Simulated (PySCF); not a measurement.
CH3BeBrS.

```xyz
7

Be     0.3174     0.2188     0.0000
Br    -0.0716    -1.7042     0.0000
S      0.6983     2.0743     0.0000
C     -0.9931     2.7855     0.0000
H     -1.5528     2.4976     0.8995
H     -0.8699     3.8765     0.0000
H     -1.5528     2.4976    -0.8995
```

Coordinates come from a PBE0-D3(BJ)/def2-SVP optimisation. One conformer was computed; it need not be the lowest.

Method: PBE0/pcSseg-1 (PySCF). Non-relativistic, no solvent.

Computed absolute GIAO shielding of each atom: isotropic value and principal components (ppm):
```json
[
 {"atom": "Be1", "σ(iso)": "87.6", "σ11": "49.0", "σ22": "53.2", "σ33": "160.7", "span": "111.7"},
 {"atom": "Br2", "σ(iso)": "2645.1", "σ11": "2363.5", "σ22": "2506.7", "σ33": "3065.2", "span": "701.7"},
 {"atom": "S3", "σ(iso)": "676.8", "σ11": "581.5", "σ22": "659.1", "σ33": "789.7", "span": "208.2"},
 {"atom": "C4", "σ(iso)": "175.3", "σ11": "166.9", "σ22": "168.2", "σ33": "190.8", "span": "24.0"},
 {"atom": "H5", "σ(iso)": "29.1", "σ11": "23.2", "σ22": "27.5", "σ33": "36.7", "span": "13.5"},
 {"atom": "H6", "σ(iso)": "29.3", "σ11": "23.5", "σ22": "26.6", "σ33": "37.9", "span": "14.4"},
 {"atom": "H7", "σ(iso)": "29.1", "σ11": "23.2", "σ22": "27.5", "σ33": "36.7", "span": "13.5"}
]
```
